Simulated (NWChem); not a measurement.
## Basis-set convergence for H4BFN2

SMILES: NB(N)F
```xyz
8

B      0.0000     0.0000     0.0184
F      0.0000     0.0000     1.3808
N     -1.2587     0.0000    -0.6419
H     -2.1292     0.0000    -0.1149
H     -1.3818     0.0000    -1.6512
N      1.2587     0.0000    -0.6419
H      1.3818     0.0000    -1.6512
H      2.1292     0.0000    -0.1149
```
Charge 0, spin multiplicity 1.

Program: NWChem. All single points use one geometry, from PBE/def2-SVP, a minimum by its harmonic frequencies. It is one conformer; others weren't searched.

Quantity: vertical ionisation energy at the level ΔMP2 (Δ: difference of total energies, the cation a doublet at the parent's geometry; it is the state that the SCF runs reached, from PBE0 orbitals for Hartree-Fock references, and need not be the lowest).

The correlated methods keep 4 core orbitals frozen. The Pople sets run with spherical d functions. The structure started from a generated list of species. The stability of the SCF solutions was not checked. Open-shell Hartree-Fock references start from PBE0 orbitals; any time given for them includes that run.

The cost column gives rough processor time relative to 6-31G*; each entry includes its own SCF.

```tsv
basis	functions	vertical ionisation energy (eV)	relative cost
6-31G*	64	9.40	1
pcseg-1	76	9.78	under 3
def2-SVP	76	9.60	under 3
cc-pVDZ	76	9.51	under 3
6-31+G*	80	9.76	under 3
pcseg-2	176	10.13	9
```

Smallest basis within 0.1 eV of pcseg-2, the largest set run: no smaller one. pcseg-2 isn't the basis-set limit itself, and a small set can land close by cancellation.
